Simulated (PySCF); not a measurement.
C3H9B, charge +1, doublet (typed; the unrestricted solution is spin-contaminated), at a GFN2-xTB geometry (a state made from the parent by changing its charge; the spin is typed, not shown lowest), with bond 7-6 at 1.6 times its length; PySCF with HF/STO-3G.

PySCF was given this input:
```python
from pyscf import gto, scf

mol = gto.Mole()
mol.atom = '''
    B    -0.056476    0.055172   -0.053643
    C     1.514119   -0.137915   -0.226172
    H     2.027557   -0.855002    0.405588
    H     1.941044    0.848532   -0.034247
    H     1.655295   -0.431612   -1.268203
    C    -0.492035   -0.769523    1.236312
    H    -1.852549   -1.738893    0.725544
    H    -0.798085   -0.013843    1.962574
    H     0.233452   -1.419850    1.713489
    C    -0.976054    0.864609   -0.965494
    H    -1.853923    1.283592   -0.467070
    H    -1.363510    0.232707   -1.769887
    H    -0.493276    1.711972   -1.458981
'''
mol.basis = 'sto-3g'
mol.charge = 1
mol.spin = 1
mol.verbose = 4
mol.build()

mf = scf.UHF(mol)
mf.level_shift = 0.1
mf.max_cycle = 100
mf.kernel()
mf.analyze()
```

Q: Predict the main parts of the log of this PySCF run.

A: 
```
PySCF version 2.14.0

[INPUT] verbose = 4
[INPUT] num. atoms = 13
[INPUT] num. electrons = 31
[INPUT] charge = 1
[INPUT] spin (= nelec alpha-beta = 2S) = 1
[INPUT] symmetry False subgroup None
[INPUT] Mole.unit = angstrom
[INPUT] Symbol           X                Y                Z      unit          X                Y                Z       unit  Magmom
[...]
nuclear repulsion = 111.439848209743
number of shells = 21
number of NR pGTOs = 87
number of NR cGTOs = 29
basis = sto-3g
ecp = {}

******** <class 'pyscf.scf.uhf.UHF'> ********
method = UHF
initial guess = minao
damping factor = 0
level_shift factor = 0.1
DIIS = <class 'pyscf.scf.diis.CDIIS'>
diis_start_cycle = 1
diis_space = 8
diis_damp = 0
SCF conv_tol = 1e-09
SCF conv_tol_grad = None
SCF max_cycles = 100
direct_scf = True
direct_scf_tol = 1e-13
number electrons alpha = 16  beta = 15
Set gradient conv threshold to 3.16228e-05
init E= -141.887572887171

cycle= 1 E= -141.349476334124  delta_E= 0.538  |g|= 0.243  |ddm|= 2.74
cycle= 2 E= -141.401636910646  delta_E= -0.0522  |g|= 0.0725  |ddm|= 0.409
cycle= 3 E= -141.408972185197  delta_E= -0.00734  |g|= 0.0403  |ddm|= 0.131
cycle= 4 E= -141.413375551771  delta_E= -0.0044  |g|= 0.0332  |ddm|= 0.0942
cycle= 5 E= -141.417727235267  delta_E= -0.00435  |g|= 0.0311  |ddm|= 0.0984
cycle= 6 E= -141.425739659169  delta_E= -0.00801  |g|= 0.0148  |ddm|= 0.25
cycle= 7 E= -141.426697523605  delta_E= -0.000958  |g|= 0.00924  |ddm|= 0.0586
cycle= 8 E= -141.42712231922  delta_E= -0.000425  |g|= 0.00614  |ddm|= 0.0396
cycle= 9 E= -141.4274232697  delta_E= -0.000301  |g|= 0.0042  |ddm|= 0.0484
cycle= 10 E= -141.427559239817  delta_E= -0.000136  |g|= 0.00253  |ddm|= 0.0294
cycle= 11 E= -141.427625386169  delta_E= -6.61e-05  |g|= 0.00183  |ddm|= 0.0328
cycle= 12 E= -141.427637395918  delta_E= -1.2e-05  |g|= 0.00061  |ddm|= 0.01
cycle= 13 E= -141.427638815937  delta_E= -1.42e-06  |g|= 0.000206  |ddm|= 0.00362
cycle= 14 E= -141.42763896067  delta_E= -1.45e-07  |g|= 8.22e-05  |ddm|= 0.00111
cycle= 15 E= -141.427638982391  delta_E= -2.17e-08  |g|= 3.49e-05  |ddm|= 0.000377
cycle= 16 E= -141.427638986331  delta_E= -3.94e-09  |g|= 1.23e-05  |ddm|= 0.000158
cycle= 17 E= -141.427638986813  delta_E= -4.82e-10  |g|= 5.79e-06  |ddm|= 4.24e-05
Extra cycle  E= -141.427638986905  delta_E= -9.19e-11  |g|= 4.08e-06  |ddm|= 1.27e-05
converged SCF energy = -141.427638986905  <S^2> = 0.85378353  2S+1 = 2.1012221
**** SCF Summaries ****
Total Energy =                        -141.427638986904583
Nuclear Repulsion Energy =             111.439848209743062
One-electron Energy =                 -403.485321683617030
Two-electron Energy =                  150.617834486969372
Two-electron Coulomb Energy =          172.940896638036946
DFT Exchange-Correlation Energy =      -22.323062151067575
**** MO energy ****
                             alpha | beta                alpha | beta
[...]
To work with the spin densities directly, `use mulliken_meta_spin()` only printing them here.

 ** Mulliken spin pop alpha/beta on meta-lowdin orthogonal AOs **
 ** Mulliken Spin Density (per AO)  **
spin_pop of  0 B 1s       -0.00001
spin_pop of  0 B 2s       -0.01322
spin_pop of  0 B 2px       0.03892
spin_pop of  0 B 2py      -0.00806
spin_pop of  0 B 2pz       0.06254
spin_pop of  1 C 1s       -0.00000
spin_pop of  1 C 2s        0.01447
spin_pop of  1 C 2px       0.09757
spin_pop of  1 C 2py       0.00729
spin_pop of  1 C 2pz       0.02305
spin_pop of  2 H 1s       -0.00751
spin_pop of  3 H 1s       -0.00486
spin_pop of  4 H 1s        0.01404
spin_pop of  5 C 1s       -0.00000
spin_pop of  5 C 2s       -0.04379
spin_pop of  5 C 2px       0.11940
spin_pop of  5 C 2py       0.03406
spin_pop of  5 C 2pz      -0.02172
spin_pop of  6 H 1s        0.69243
spin_pop of  7 H 1s       -0.00382
spin_pop of  8 H 1s        0.00048
spin_pop of  9 C 1s        0.00000
spin_pop of  9 C 2s       -0.00234
spin_pop of  9 C 2px      -0.00248
spin_pop of  9 C 2py      -0.00387
spin_pop of  9 C 2pz      -0.00282
spin_pop of  10 H 1s        0.00815
spin_pop of  11 H 1s        0.00027
spin_pop of  12 H 1s        0.00182
 ** Mulliken Spin Density (per atom)  **
spin density of  0 B =      0.08017
spin density of  1 C =      0.14239
spin density of  2 H =     -0.00751
spin density of  3 H =     -0.00486
spin density of  4 H =      0.01404
spin density of  5 C =      0.08795
spin density of  6 H =      0.69243
spin density of  7 H =     -0.00382
spin density of  8 H =      0.00048
spin density of  9 C =     -0.01151
spin density of  10 H =      0.00815
spin density of  11 H =      0.00027
spin density of  12 H =      0.00182
 ** Mulliken pop alpha/beta on meta-lowdin orthogonal AOs **
 ** Mulliken pop       alpha | beta **
[...]
In total            16.00000 | 15.00000
 ** Mulliken atomic charges   ( Nelec_alpha | Nelec_beta ) **
charge of  0B =      0.31023  (     2.38497      2.30480 )
charge of  1C =     -0.15367  (     3.14803      3.00564 )
charge of  2H =      0.06724  (     0.46263      0.47014 )
charge of  3H =      0.08720  (     0.45397      0.45883 )
charge of  4H =      0.09746  (     0.45829      0.44425 )
charge of  5C =      0.11573  (     2.98611      2.89816 )
charge of  6H =      0.19769  (     0.74737      0.05494 )
charge of  7H =      0.12085  (     0.43767      0.44148 )
charge of  8H =      0.12290  (     0.43879      0.43831 )
charge of  9C =     -0.19988  (     3.09419      3.10570 )
charge of  10H =      0.07014  (     0.46900      0.46085 )
charge of  11H =      0.08483  (     0.45772      0.45745 )
charge of  12H =      0.07928  (     0.46127      0.45945 )

WARN: System has nonzero charge 1; the dipole moment is origin-dependent.
Location of origin: [0. 0. 0.]

Dipole moment(X, Y, Z, Debye): -1.96447, -2.56915,  2.92321
```
